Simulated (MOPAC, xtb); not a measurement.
Isomers of CH6AlN: 1 is [CH3][AlH][NH2], 2 is C[NH][AlH2]; one conformer of each (the lowest of an xTB search), B3LYP-D3(BJ)/def2-TZVP minima.
Isomer 1 (charge 0, multiplicity 1):
```json
[
 {"atom": "C", "x (Å)": "-1.4738", "y (Å)": "-0.0046", "z (Å)": "-0.1814"},
 {"atom": "Al", "x (Å)": "0.3241", "y (Å)": "0.5398", "z (Å)": "0.3545"},
 {"atom": "N", "x (Å)": "1.7169", "y (Å)": "-0.4738", "z (Å)": "-0.0690"},
 {"atom": "H", "x (Å)": "-1.9432", "y (Å)": "0.7546", "z (Å)": "-0.8144"},
 {"atom": "H", "x (Å)": "-2.1247", "y (Å)": "-0.1263", "z (Å)": "0.6897"},
 {"atom": "H", "x (Å)": "-1.4806", "y (Å)": "-0.9468", "z (Å)": "-0.7340"},
 {"atom": "H", "x (Å)": "0.6355", "y (Å)": "1.8618", "z (Å)": "1.1637"},
 {"atom": "H", "x (Å)": "1.6725", "y (Å)": "-1.3414", "z (Å)": "-0.5809"},
 {"atom": "H", "x (Å)": "2.6732", "y (Å)": "-0.2632", "z (Å)": "0.1718"}
]
```
Isomer 2 (charge 0, multiplicity 1):
```xyz
9

C     -1.17555    -0.37733     0.35695
N     -0.10236     0.01834    -0.54435
Al     1.56425     0.47353    -0.15409
H     -2.03368     0.30104     0.30106
H     -1.53668    -1.39052     0.15022
H     -0.81489    -0.36321     1.38682
H     -0.40323     0.01577    -1.50907
H      2.51391     0.85937    -1.35335
H      1.98823     0.46301     1.36580
```

No zero-point or thermal terms.

The state that AM1, PM7 reach isn't checked; PM7 holds dispersion and hydrogen-bond terms.

Run with MOPAC for AM1, PM7 (differences of heats of formation); xtb for the GFN methods. 

Task: One of these levels gives -5.29 kcal/mol for the electronic energy of isomer 2 less that of isomer 1. Which?
(A) AM1
(B) PM7
(C) GFN1-xTB
(D) GFN2-xTB

Result: D, GFN2-xTB. The others give 11.54 (AM1), 15.08 (PM7), 8.03 (GFN1-xTB)
